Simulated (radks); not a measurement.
Spherical quantum dot in the effective-mass picture: electrons in a hard-walled sphere of radius 3.67, all in effective atomic units (hartree* = m*/eps^2 hartree, bohr* = eps/m* bohr), one dielectric constant everywhere. Calculated with a radial shooting solver with Libxc functionals: non-relativistic Kohn-Sham, r2SCAN, spin-polarised, spherical densities, generalised Kohn-Sham scheme. Levels are named by radial order and angular momentum (1s, 1p, 1d, 2s, ...), and open shells are averaged over m. Results are scaled to m* = 0.036 and eps = 14.2, for which hartree* = 4.858 meV and bohr* = 20.87 nm. Each electron was tried in the lowest free levels, single moves between levels near the top were tried too, and the lowest total energy was kept; such a search can miss a lower state. The series stops at N = 23: beyond it a trial failed or the search could not be trusted, so later rows were left out. At N = 1 the Hartree and exchange-correlation terms need not cancel, so that row can carry a self-interaction error.

N,open shells,2S,E (meV),mu = E(N) - E(N-1) (meV),addition energy mu(N+1) - mu(N) (meV),rms radius (nm)
1,"1s(up 1, down 0)",1,1.76979,1.7698,2.114,40.92
2,none,0,5.65407,3.8843,3.279,42.78
3,"1p(up 1, down 0)",1,12.8176,7.1635,1.572,45.57
4,"1p(up 2, down 0)",2,21.5533,8.7357,1.652,47.08
5,"1p(up 3, down 0)",3,31.9410,10.388,2.311,48.13
6,"1p(up 3, down 1)",2,44.6395,12.699,1.515,49.00
7,"1p(up 3, down 2)",1,58.8527,14.213,1.592,49.69
8,none,0,74.6580,15.805,3.604,50.27
9,"1d(up 1, down 0)",1,94.0669,19.409,1.553,51.00
10,"1d(up 2, down 0)",2,115.029,20.962,1.572,51.61
11,"1d(up 3, down 0)",3,137.563,22.534,1.582,52.13
12,"1d(up 4, down 0)",4,161.679,24.116,1.587,52.58
13,"1d(up 5, down 0)",5,187.382,25.703,2.195,52.98
14,"1d(up 5, down 1)",4,215.279,27.898,1.518,53.35
15,"1d(up 5, down 2)",3,244.695,29.416,1.539,53.68
16,"1d(up 5, down 3)",2,275.651,30.955,1.552,53.98
17,"1d(up 5, down 4)",1,308.158,32.508,1.560,54.26
18,none,0,342.226,34.068,3.951,54.52
19,"1f(up 1, down 0)",1,380.246,38.020,1.527,54.82
20,"1f(up 2, down 0)",2,419.792,39.546,1.532,55.10
21,"1f(up 3, down 0)",3,460.870,41.078,1.537,55.35
22,"1f(up 4, down 0)",4,503.485,42.615,1.540,55.59
23,"1f(up 5, down 0)",5,547.640,44.155,-,55.81

All shells are closed at N = 2, 8, 18 (there: 1s2 1p6 1d10); the second difference of the energy has clear peaks (12 % above both neighbours; the first and last values, which can be the largest, are not judged, and half-filled shells can peak too) at N = 2, 5, 8, 13, 18.
